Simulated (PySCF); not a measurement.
## Stretching LiSb⁺

Set-up: Li cc-pVDZ, Sb cc-pVDZ-PP with ECP28; scalar-relativistic core potentials (PySCF 2.14). Energies in eV from Li⁺ + Sb in their ground configurations at the same level. State: ⁴Σ⁻ (quartet), unpaired electrons σ ↑, π ↑↑.

All columns are PBE0. A positive dipole points towards Sb; it is taken about the centre of mass and depends on that origin.

| R (Å) | E (eV) | μ (D) | Mulliken charge on Li (basis-dependent) | HOMO (eV) | LUMO (eV) | Mayer bond order | ⟨S²⟩ |
| --- | --- | --- | --- | --- | --- | --- | --- |
| 2.542 | -0.374 | -8.01 | 0.47 | -11.79 | -8.76 | 0.81 | 3.75 |
| 2.660 | -0.463 | -8.57 | 0.52 | -11.64 | -8.65 | 0.73 | 3.75 |
| 2.779 | -0.511 | -9.14 | 0.58 | -11.49 | -8.53 | 0.66 | 3.75 |
| 2.867 | -0.527 | -9.57 | 0.61 | -11.39 | -8.43 | 0.61 | 3.75 |
| 2.956 | -0.531 | -10.01 | 0.65 | -11.29 | -8.34 | 0.57 | 3.75 |
| 3.045 | -0.526 | -10.46 | 0.68 | -11.19 | -8.24 | 0.53 | 3.75 |
| 3.163 | -0.509 | -11.06 | 0.71 | -11.06 | -8.11 | 0.48 | 3.75 |
| 3.311 | -0.476 | -11.83 | 0.75 | -10.91 | -7.94 | 0.42 | 3.75 |
| 3.488 | -0.427 | -12.77 | 0.78 | -10.73 | -7.73 | 0.37 | 3.75 |
| 3.725 | -0.358 | -14.06 | 0.83 | -10.50 | -7.46 | 0.30 | 3.75 |

A fit through these points gives, at Re = 2.947 Å, μ = -9.96 D and dμ/dR = -4.99 D/Å; the reduced mass is 6.631 u.

Question: How strong is the fundamental in the double-harmonic approximation, I = 42.26·(dμ/dR)²/μred km/mol?

Answer: I = 42.26·(-4.99)²/6.631 = 159 km/mol at PBE0.

These are scalar-relativistic numbers at best; spin–orbit coupling would shift them, the dissociation energy most. For an ion De counts to the pair picked by the measured ionisation energies or electron affinities, which need not be the lowest pair at this level. The state was picked by a PBE0 search and need not be the measured ground state.
